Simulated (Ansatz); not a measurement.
The same molecule with X = O, S, Se. Ansatz, PBE0-D4/def2-TZVP geometries, multiplicity 1. Each molecule was computed in one conformer, which needn't be the lowest.

Scalar relativity is left out up to krypton.

```json
{"X": "O", "molecule": "`[OH][Al]([F])[Cl]`", "mean X–Al bond length / Å": "1.675", "mean X–H bond length / Å": "0.956", "size of the dipole moment (ωB97M-V/def2-TZVPP) / D": "1.97", "HOMO energy (ωB97M-V/def2-TZVPP) / eV": "-11.87", "HOMO energy (PBE/def2-TZVPP) / eV": "-8.05"}
{"X": "Se", "molecule": "`[F][Al]([Cl])[SeH]`", "mean X–Al bond length / Å": "2.288", "mean X–H bond length / Å": "1.471", "size of the dipole moment (ωB97M-V/def2-TZVPP) / D": "1.00", "HOMO energy (ωB97M-V/def2-TZVPP) / eV": "-9.99", "HOMO energy (PBE/def2-TZVPP) / eV": "-6.71"}
```

(1) Give the row for X = S, `[F][Al]([SH])[Cl]`. (An estimate is asked.)

## Answers

(1) Ansatz gave: 
| X | molecule | mean X–Al bond length / Å | mean X–H bond length / Å | size of the dipole moment (ωB97M-V/def2-TZVPP) / D | HOMO energy (ωB97M-V/def2-TZVPP) / eV | HOMO energy (PBE/def2-TZVPP) / eV |
| --- | --- | --- | --- | --- | --- | --- |
| S | `[F][Al]([SH])[Cl]` | 2.155 | 1.345 | 1.34 | -10.49 | -7.07 |

From O to Se the mean X–Al bond length rises at each step, by 0.613 Å in all; the mean X–H bond length rises at each step, by 0.515 Å in all; the HOMO energy (ωB97M-V/def2-TZVPP) rises at each step, by 1.88 eV in all; the HOMO energy (PBE/def2-TZVPP) rises at each step, by 1.34 eV in all. Bonds lengthen as the atom grows down the group. Dipoles are sizes alone, and their direction can turn along the series.

Spin–orbit coupling is left out; it splits and shifts lone-pair levels of the heavy atoms by tenths of an eV.
